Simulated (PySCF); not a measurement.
Bonds (- single, = double, # triple, : aromatic): C1-C2, C2-C3, C3=C4, C4-P5, P5-C6, C6-C7, C6=C2. C1 carries H8, H9, H10; C3 carries H11; C4 carries H12; P5 carries H13; C7 carries H14, H15, H16.

A single conformation, no solvent model, no relativistic terms, rapidly exchanging positions averaged. Coordinates at the PBE0-D3(BJ)/def2-SVP level; σ from GIAO-PBE0/pcSseg-1; PySCF 2.14.0 with density-fitted response routines.

References, each an isolated molecule treated in the same way: TMS for ¹³C and ¹H; H3PO4 for ³¹P.

```csv
atoms,nucleus,count,δ (ppm)
C3,¹³C,1,151.0
H13,¹H,1,5.45
C7,¹³C,1,14.6
H14/H15/H16,¹H,3,?
C1,¹³C,1,?
P5,³¹P,1,-50.0
C6,¹³C,1,144.4
H11,¹H,1,6.99
H12,¹H,1,6.55
C2,¹³C,1,?
H8/H9/H10,¹H,3,2.13
C4,¹³C,1,?
```

**Question.** Complete the table.

**Answer.** 
- C2: 150.2 ppm, unsaturated ring carbon
- C4: 133.7 ppm, unsaturated ring CH
- C1: 16.2 ppm, methyl carbon on an unsaturated ring; saturated and bonded to C and H only
- H14/H15/H16: 2.15 ppm, hydrogen on a methyl carbon on an unsaturated ring

Shifts are as computed. Against solution values, carbons near 30 ppm lie about +2 ppm off and those near 130 ppm about +5 ppm. Of 1313 compounds with measured shifts, 239 miss one by over three times the rms of a fit or turn the order of signals round; such compounds aren't used in these exercises. Experimental scales use liquid or dissolved standards, which lie at an offset from isolated H3PO4.
